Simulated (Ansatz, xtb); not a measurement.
Isomers of C5H3N3O in order of energy

10 gas-phase structures of C5H3N3O, from a drawn sample of its isomers (lower ones may exist). Each was relaxed with GFN2-xTB; where two conformers were screened, the lower at r2SCAN-D4/def2-SVP is listed:

A. `N#Cc1cc(C=O)[nH]n1`, a singlet
B. `N#Cn1ccc(C=O)n1`, a singlet
C. `N#Cn1cc(C=O)cn1`, a singlet
D. `N#Cc1n[nH]cc1C=O`, a singlet
E. `N#Cc1cn[nH]c1C=O`, a singlet
F. `N#Cc1ccn(C=O)n1`, a singlet
G. `N#Cc1[nH]ncc1C=O`, a singlet
H. `N#Cc1cnn(C=O)c1`, a singlet
I. `N#Cc1ccnn1C=O`, a singlet
J. `N#Cn1nccc1C=O`, a singlet

**Question.** Make a reasoned guess at their ranking by r2SCAN-D4/def2-SVP single-point energy.

**Answer.** Calculated order at r2SCAN-D4/def2-SVP: H (0.0), F (7.0), E (7.2), I (14.4), A (14.4), D (21.0), G (23.4), B (92.2), C (95.0), J (95.9) kJ/mol. Less than 1 kcal/mol parts F and E; I and A; D and G; B and C; C and J, so the order within those pairs means little.

Energies above the lowest of each column, in kJ/mol; the last columns are at PBE0-D3(BJ)/def2-SVP geometries and were run for some of them only (a dash: not run or not comparable):

| structure | GFN2-xTB | HF/STO-3G | r2SCAN-D4/def2-SVP | PBE0-D3(BJ)/def2-SVP | CCSD(T)/def2-SVP + ΔMP2/def2-TZVPP |
| --- | --- | --- | --- | --- | --- |
| H | 0.0 | 0.0 | 0.0 | 0.0 | 0.0 |
| F | 6.1 | 6.8 | 7.0 | 7.3 | 5.9 |
| E | 33.8 | 22.2 | 7.2 | 9.0 | 12.4 |
| I | 7.2 | 15.6 | 14.4 | 17.3 | 17.6 |
| A | 41.7 | 27.5 | 14.4 | 16.0 | 17.5 |
| D | 43.5 | 27.8 | 21.0 | 20.6 | 20.8 |
| G | 44.3 | 35.0 | 23.4 | – | – |
| B | 40.4 | 82.4 | 92.2 | – | – |
| C | 39.2 | 83.9 | 95.0 | – | – |
| J | 39.6 | 88.7 | 95.9 | – | – |

Every level run on H puts it lowest or level with the lowest. CCSD(T)/def2-SVP + ΔMP2/def2-TZVPP orders those it was run on as H (0.0), F (5.9), E (12.4), A (17.5), I (17.6), D (20.8) kJ/mol. Less than 1 kcal/mol parts A and I; I and D, so the order within those pairs means little. Flexible structures stand in one conformer each, not always the lowest. Frequencies (GFN2-xTB) were run for A, D, E, F, H, I alone. ΔMP2 is the change of the MP2 energy from the smaller to the larger basis.

Over these structures GFN2-xTB departs from r2SCAN-D4/def2-SVP by 28.3 kJ/mol on average once a common shift is removed. A GFN2-xTB relaxation took about 0.22 s and the r2SCAN-D4/def2-SVP energy about 5.7 s on a shared host (Ansatz 0.2.0, xtb 6.7.1).
